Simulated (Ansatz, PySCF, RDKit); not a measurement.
Dimer: NH3 (SMILES N) (first 4 atoms) with C2H3N (SMILES CC#N); geometry from B3LYP-D3(BJ)/def2-TZVP, rigid monomers moved along the line of their centres of mass till N1···H10 is 2.33 Å.
(charge 0, multiplicity 1):
```xyz
10

N     -0.0534     0.0041     0.1706
H      0.6499     0.3073    -0.4937
H      0.3704    -0.7143     0.7493
H     -0.7955    -0.4377    -0.3603
C     -0.4159     1.2291     3.0240
C      0.2597    -0.0493     3.1667
N      0.7930    -1.0654     3.2436
H     -1.3611     1.2189     3.5674
H      0.2085     2.0316     3.4174
H     -0.6036     1.3955     1.9613
```

Monomers are frozen at their geometry in the pair; levels with a basis set take the counterpoise correction. RDKit's UFF carries no charges.

Run with Ansatz (a first-principles code) with Gaussian orbitals; PySCF for the dispersion terms; RDKit for the force fields. Each number belongs to the level named beside it.

Q: One of these levels gives -109.7 meV for the interaction energy. Which one is it?
A) wB97X-V/def2-TZVPPD
B) PBE/def2-TZVPPD
C) PBE0-D3(BJ)/def2-TZVPPD
D) UFF

A: B, PBE/def2-TZVPPD. The others give 182.4 (UFF), -163.9 (PBE0-D3(BJ)/def2-TZVPPD), -147.4 (wB97X-V/def2-TZVPPD)
